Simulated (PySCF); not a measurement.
# Two-component Hartree-Fock for Ta+ (tantalum, charge +1)

Start: [Xe] 4f14 5d3 6s1; 5d5/2 filled at m_j = +1/2, +3/2, +5/2; 6s1/2 filled at m_j = +1/2. Calculated with PySCF 2.14 in x2c-TZVPall-2c (11s11p10d2f, 108 functions): generalised Hartree-Fock with the X2C-1e Hamiltonian and a Gaussian nucleus; spin-orbit coupling (SO) screened by Boettger's factors. This is a chosen level, not necessarily the ground level.

| spinor shell | electrons | ε, screened SO (eV) | weight of nominal j (screened SO) | rms radius, screened SO (bohr) |
| --- | --- | --- | --- | --- |
| 1s1/2 | 2 | -67762.8 | 1.000 | 0.0211 |
| 2s1/2 | 2 | -11785.3 | 1.000 | 0.0853 |
| 2p1/2 | 2 | -11242.7 | 1.000 | 0.0726 |
| 2p3/2 | 4 | -9967.0 | 1.000 | 0.0799 |
| 3s1/2 | 2 | -2765.7 | 1.000 | 0.218 |
| 3p1/2 | 2 | -2524.9 | 1.000 | 0.210 |
| 3p3/2 | 4 | -2245.5 | 1.000 | 0.225 |
| 3d3/2 | 4 | -1843.5 | 1.000 | 0.199 |
| 3d5/2 | 6 | -1783.1 | 1.000 | 0.203 |
| 4s1/2 | 2 | -600.90 | 1.000 | 0.488 |
| 4p1/2 | 2 | -500.29 | 1.000 | 0.497 |
| 4p3/2 | 4 | -435.31 | 1.000 | 0.530 |
| 4d3/2 | 4 | -269.49 | 1.000 | 0.557 |
| 4d5/2 | 6 | -257.27 | 1.000 | 0.569 |
| 5s1/2 | 2 | -94.045 | 1.000 | 1.19 |
| 5p1/2 | 2 | -61.977 | 0.969 | 1.32 |
| 4f5/2 | 6 | -48.428 | 0.991 | 0.702 |
| 4f7/2 | 8 | -46.492 | 0.994 | 0.706 |
| 5d5/2 | 3 | -16.067 | 0.708 | 2.26 |
| 6s1/2 | 1 | -14.521 | 0.998 | 3.34 |

Question: Where does 5p3/2 lie, and what is the 5p spin-orbit splitting (screened SO)?

Answer: At -52.683 eV, 9.294 eV above 5p1/2.

```csv
quantity,screened SO
E (hartree),-15610.09451
M_J,5
⟨J²⟩,30.015
⟨L²⟩,12.476
⟨S²⟩,5.959
```

Each row is a mean over spinors that exchange with the open shell spreads, by up to 5.637 eV (5p3/2).

Rows whose weight is well below 1 are mixtures of j = l ± 1/2: exchange outweighs spin-orbit coupling there, and the label is only the starting occupation.

Breit and QED terms are absent; they matter most for the inner s and p1/2 levels.

Densities and radii are taken from the X2C orbitals without a picture-change correction, which distorts them close to the nucleus.
